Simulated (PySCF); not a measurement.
bromine (Br₂), SMILES BrBr.

Coordinates come from a B3LYP-D3(BJ)/def2-TZVP optimisation.

Two levels are set side by side: TDA-PBE/def2-TZVPD (PySCF) and TDA-PBE0/def2-TZVPD (PySCF). Vertical, same geometry. The lowest singlet is HOMO−1→LUMO 100 % with PBE and HOMO−1→LUMO 100 % with the other functional; states are paired by order. Differences are taken from unrounded values.

| quantity | TDA-PBE |
|---|---|
| lowest singlet excitation (eV) | 2.63 |
| lowest triplet excitation (TDA) (eV) | 1.89 |

Q: These are the TDA-PBE values. What does TDA-PBE0 give? (The exact figures need the calculation; the answer reports its results.)

A: 
| quantity | TDA-PBE0 | TDA-PBE minus TDA-PBE0 |
|---|---|---|
| lowest singlet excitation (eV) | 2.82 | -0.18 |
| lowest triplet excitation (TDA) (eV) | 2.02 | -0.14 |

A lower first singlet is the usual sign of a functional without exact exchange. Differences between two approximate levels are no errors against the true value.

Rough cost on one machine, each run with all the roots and properties that it gave: TDA-PBE0 against TDA-PBE about 3 times.
